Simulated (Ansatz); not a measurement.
Consider the hydrogenolysis of the Al–O bond: `SB[O][AlH][Cl]` + H₂ → `[AlH2][Cl]` + `OBS`.

Program: Ansatz. Geometries: PBE0-D4/def2-TZVP. ΔE: electronic, gas phase. CCSD(T)/CBS adds triple-zeta CCSD(T) − MP2 to the extrapolated MP2 energy (def2 sets, frozen cores). This one scheme is used for every species. Functionals use def2-TZVPP. B3LYP here is the variant with VWN-RPA as its local correlation; programs differ in this. Each species was taken in one conformer, which may not be the lowest.

| species | B3LYP energy (Eh) |
| --- | --- |
| `SB[O][AlH][Cl]` | -1203.03846 |
| H₂ | -1.18000 |
| `[AlH2][Cl]` | -703.94546 |
| `OBS` | -500.22631 |

Question: Work out ΔE.

Answer: ΔE = (-703.94546) + (-500.22631) − (-1203.03846) − (-1.18000) = 0.04669 Eh = +29.3 kcal/mol. CCSD(T)/CBS gives +30.9 kcal/mol.

Largest T1 diagnostic among the species: 0.013.

At CCSD(T), def2-SVP lies −2.5 kcal/mol from the extrapolated value and def2-TZVPP −0.5 kcal/mol. The D4 term adds +2.0 kcal/mol with B3LYP and +1.2 kcal/mol with PBE0; it sums over pairs of atoms, weighted by their polarisabilities, and B3LYP, whose exchange is more repulsive, gets the larger term.
